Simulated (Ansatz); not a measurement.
**Ligand exchange: NaBr + AuOH → NaOH + AuBr**

Species: NaBr, singlet; AuOH `[OH][Au]`, singlet; NaOH `[OH][Na]`, singlet; AuBr (bromogold), singlet. The partners trade Br for OH: Na–Br and Au–OH bonds give way to Na–OH and Au–Br.

Shapes, held fixed at every level: PBE0-D4/def2-TZVP. Programs: Ansatz 0.2.0. The zero-point and thermal change to 298 K, harmonic and unscaled (PBE0-D4/def2-TZVP), is -0.9 kJ/mol.

| level | kind | ΔH(298 K) (kJ/mol) | less CCSD(T)/def2-TZVPP | CPU time (sum over the molecules) |
| --- | --- | --- | --- | --- |
| PBE-D4/def2-TZVPP | GGA | +17.4 | +8.0 | 6.8 s |
| r2SCAN-D4/def2-TZVPP | meta-GGA | +20.0 | +10.6 | 12 s |
| B3LYP-D4/def2-TZVPP | global hybrid | +9.7 | +0.3 | 10 s |
| BHLYP-D4/def2-TZVPP | global hybrid | +0.3 | -9.1 | 8.3 s |
| wB97M-V/def2-TZVPP | range-separated hybrid | +4.5 | -4.9 | 27 s |
| CCSD/def2-TZVPP | coupled cluster or CI | +5.1 | -4.3 | – |
| CCSD(T)/def2-TZVPP | coupled cluster or CI | +9.4 | 0.0 | 32 s |

The highest level, CCSD(T)/def2-TZVPP, gives ΔH(298 K) = +9.4 kJ/mol; the levels span +0.3 to +20.0. The column of differences is taken from that level and isn't an error. No measured value is set beside it here. For atoms past krypton def2 sets carry core potentials with scalar relativity. Relativity is left out for Br. Outer-core shells of Au, Br, Na are correlated, in sets that cover them unevenly. Times are processor times on shared x86 and Arm servers, and rough.
